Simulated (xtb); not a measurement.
Br5Ta (SMILES [Br][Ta]([Br])([Br])([Br])[Br]), singlet, at a GFN2-xTB geometry (such geometries of metal compounds can be far from the true shape); GFN0-xTB (xtb 6.7.1).

The xtb input:
```
$ xtb mol.xyz --gfn 0 --json

# file mol.xyz
6

Ta     0.00000000    -0.00000000    -0.00000000
Br     1.78704776    -0.53182548     1.65658392
Br    -1.78704776     0.53182548    -1.65658392
Br     0.39949479     2.38404800     0.33441180
Br     1.23333407    -1.21431136    -1.72030440
Br    -1.63282886    -1.16973665     1.38589260
```

It wrote (shortened):

```
   ID    Z sym.   atoms
    1   73 Ta     1
    2   35 Br     2-6

           -------------------------------------------------
          |                Calculation Setup                |
           -------------------------------------------------

           -------------------------------------------------
          |                 G F N 0 - x T B                 |
           -------------------------------------------------

          ...................................................
          :                      SETUP                      :
          :.................................................:
          :  # basis functions                  60          :
          :  # atomic orbitals                  54          :
          :  # shells                           18          :
          :  # electrons                        40          :
          :  electronic temp.          300.0000000     K    :
          :  accuracy                    1.0000000          :
          :  -> integral cutoff          0.2500000E+02      :
          :  -> integral neglect         0.1000000E-07      :
          ...................................................

         :::::::::::::::::::::::::::::::::::::::::::::::::::::
         ::                     SUMMARY                     ::
         :::::::::::::::::::::::::::::::::::::::::::::::::::::
         :: total energy             -20.372027066564 Eh    ::
         :: gradient norm              0.010966570555 Eh/a0 ::
         :: HOMO-LUMO gap              4.143343163638 eV    ::
         ::.................................................::
         :: H0 energy                -20.317498114764 Eh    ::
         :: repulsion energy           0.019413608953 Eh    ::
         :: electrostat energy        -0.070945547149 Eh    ::
         :: -> Gsolv                   0.000000000000 Eh    ::
         ::    -> Gsasa                0.000000000000 Eh    ::
         ::    -> Gshift               0.000000000000 Eh    ::
         :: dispersion energy         -0.002997013605 Eh    ::
         :: short-range corr.          0.000000000000 Eh    ::
         :: add. restraining           0.000000000000 Eh    ::
         :: total charge               0.000000000000 e     ::
         :::::::::::::::::::::::::::::::::::::::::::::::::::::

           -------------------------------------------------
          |                Property Printout                |
           -------------------------------------------------

    * Orbital Energies and Occupations

         #    Occupation            Energy/Eh            Energy/eV
      -------------------------------------------------------------
         1        2.0000           -0.7375200             -20.0689
       ...           ...                  ...                  ...
         8        2.0000           -0.4448922             -12.1061
         9        2.0000           -0.4395375             -11.9604
        10        2.0000           -0.4382626             -11.9257
        11        2.0000           -0.4382626             -11.9257
        12        2.0000           -0.4363763             -11.8744
        13        2.0000           -0.4363763             -11.8744
        14        2.0000           -0.4263186             -11.6007
        15        2.0000           -0.4254155             -11.5761
        16        2.0000           -0.4205285             -11.4432
        17        2.0000           -0.4205285             -11.4432
        18        2.0000           -0.4173313             -11.3562
        19        2.0000           -0.4167599             -11.3406
        20        2.0000           -0.4167599             -11.3406 (HOMO)
        21                         -0.2644948              -7.1973 (LUMO)
        22                         -0.2644948              -7.1973
        23                         -0.2245591              -6.1106
        24                         -0.2245591              -6.1106
        25                         -0.1156000              -3.1456
        26                         -0.0545872              -1.4854
        27                         -0.0496358              -1.3507
        28                         -0.0496358              -1.3507
        29                         -0.0487588              -1.3268
        30                         -0.0487588              -1.3268
        31                         -0.0460669              -1.2535
       ...                                ...                  ...
        54                          0.6826610              18.5762
      -------------------------------------------------------------
                  HL-Gap            0.1522651 Eh            4.1433 eV
             Fermi-level            0.0000000 Eh            0.0000 eV

     #   Z          covCN         q      C6AA      α(0)
     1  73 Ta       3.889     0.491   164.881    18.935
     2  35 Br       0.949    -0.094   183.165    21.836
     3  35 Br       0.949    -0.094   183.165    21.836
     4  35 Br       0.893    -0.101   183.324    21.845
     5  35 Br       0.893    -0.101   183.324    21.845
     6  35 Br       0.893    -0.101   183.324    21.845

 Mol. C6AA /au·bohr⁶  :       6472.658594
 Mol. C8AA /au·bohr⁸  :     502257.676355
 Mol. α(0) /au        :        128.140823

Wiberg/Mayer (AO) data.
largest (>0.10) Wiberg bond orders for each atom

 ---------------------------------------------------------------------------
     #   Z sym  total        # sym  WBO       # sym  WBO       # sym  WBO
 ---------------------------------------------------------------------------
     1  73 Ta   3.423 --     4 Br   0.752     6 Br   0.752     5 Br   0.752
                             3 Br   0.583     2 Br   0.583
     2  35 Br   0.722 --     1 Ta   0.583
     3  35 Br   0.722 --     1 Ta   0.583
     4  35 Br   0.874 --     1 Ta   0.752
     5  35 Br   0.874 --     1 Ta   0.752
     6  35 Br   0.874 --     1 Ta   0.752
 ---------------------------------------------------------------------------

Topologies differ in total number of bonds
Writing topology from bond orders to xtbtopo.mol

 dipole moment from electron density (au)
     X       Y       Z
  -0.0000   0.0000   0.0000  total (Debye):    0.000

           -------------------------------------------------
          | TOTAL ENERGY              -20.372027066564 Eh   |
          | GRADIENT NORM               0.010966570555 Eh/α |
          | HOMO-LUMO GAP               4.143343163638 eV   |
           -------------------------------------------------

normal termination of xtb
```
